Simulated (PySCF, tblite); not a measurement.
Isomers of C6H12F2OSi, one GFN2-xTB conformer each. Single-point energies are computed at PBE0/pcSseg-1 (PySCF, gas phase, no added dispersion term), electronic only.

| SMILES | GFN2-xTB relative energy (kJ/mol) |
| --- | --- |
| CC[C@@H]1C[C@@]1([SiH3])OC(F)F | 0.0 |
| C[C@@H]([SiH3])[C@@](C)(C=O)C(F)F | 26.4 |
| CC(C)O[C@@H]([SiH3])/C(F)=C/F | 62.5 |

Conformers: `[CH3:1][CH2:2][C@@H:3]1[CH2:4][C@@:5]1([SiH3:6])[O:7][CH:8]([F:9])[F:10]` with C1–C2–C3–C4 157°, C4–C5–O7–C8 141°, C5–O7–C8–F9 -158°; `[CH3:1][C@@H:2]([SiH3:3])[C@@:4]([CH3:5])([CH:6]=[O:7])[CH:8]([F:9])[F:10]` with C1–C2–C4–C5 -57°, C2–C4–C6–O7 65°, C2–C4–C8–F9 -173°; `[CH3:1][CH:2]([CH3:3])[O:4][C@@H:5]([SiH3:6])/[C:7]([F:8])=[CH:9]/[F:10]` with C1–C2–O4–C5 -168°, C2–O4–C5–Si6 145°, O4–C5–C7–F8 162°.

Problem. What does PBE0/pcSseg-1 give for the same structures?

Solution. 
```
                           SMILES  PBE0/pcSseg-1 E (Eh)  PBE0/pcSseg-1 (kJ/mol)  GFN2-xTB (kJ/mol)  point group
C[C@@H]([SiH3])[C@@](C)(C=O)C(F)F            -799.50957                     0.0               26.4           C1
   CC[C@@H]1C[C@@]1([SiH3])OC(F)F            -799.49246                    44.9                0.0           C1
    CC(C)O[C@@H]([SiH3])/C(F)=C/F            -799.46416                   119.2               62.5           C1
```

GFN2-xTB puts CC[C@@H]1C[C@@]1([SiH3])OC(F)F lowest instead; measured from each level's own lowest isomer, the values differ by up to 56.7 kJ/mol (CC(C)O[C@@H]([SiH3])/C(F)=C/F: 62.5 against 119.2). As drawn, the lowest has a C=O bond, two fluorines on one carbon and a quaternary carbon, which the highest lacks; the highest has a C=C bond outside aromatic rings, which the lowest lacks.

Problem. Which frontier levels, dipoles and rotational constants go with these structures?

Solution. 
```csv
SMILES,"HOMO (eV, PBE0/pcSseg-1)",LUMO (eV),dipole (D),"A, B, C (MHz)"
C[C@@H]([SiH3])[C@@](C)(C=O)C(F)F,-7.68,-1.27,2.46,"1340, 1018, 739.4"
CC[C@@H]1C[C@@]1([SiH3])OC(F)F,-7.94,0.67,3.51,"1385, 777.5, 708.3"
CC(C)O[C@@H]([SiH3])/C(F)=C/F,-6.94,0.17,2.81,"1176, 817.6, 575.8"
```

Problem. What happens when harmonic zero-point energies from GFN2-xTB frequencies are added?

Solution. 
| SMILES | ZPE (kJ/mol) | electronic (kJ/mol) | with ZPE (kJ/mol) |
| --- | --- | --- | --- |
| C[C@@H]([SiH3])[C@@](C)(C=O)C(F)F | 433.2 | 0.0 | 0.0 |
| CC[C@@H]1C[C@@]1([SiH3])OC(F)F | 435.8 | 44.9 | 47.5 |
| CC(C)O[C@@H]([SiH3])/C(F)=C/F | 430.0 | 119.2 | 116.0 |

The zero-point energies span 5.8 kJ/mol. The order is unchanged.

Problem. As an exercise, what shares would exp(−E/RT) give at 2000 K from these electronic energies alone (no entropy, no degeneracies)?

Solution. RT = 16.629 kJ/mol: C[C@@H]([SiH3])[C@@](C)(C=O)C(F)F 93.6 %, CC[C@@H]1C[C@@]1([SiH3])OC(F)F 6.3 %, CC(C)O[C@@H]([SiH3])/C(F)=C/F 0.1 %.
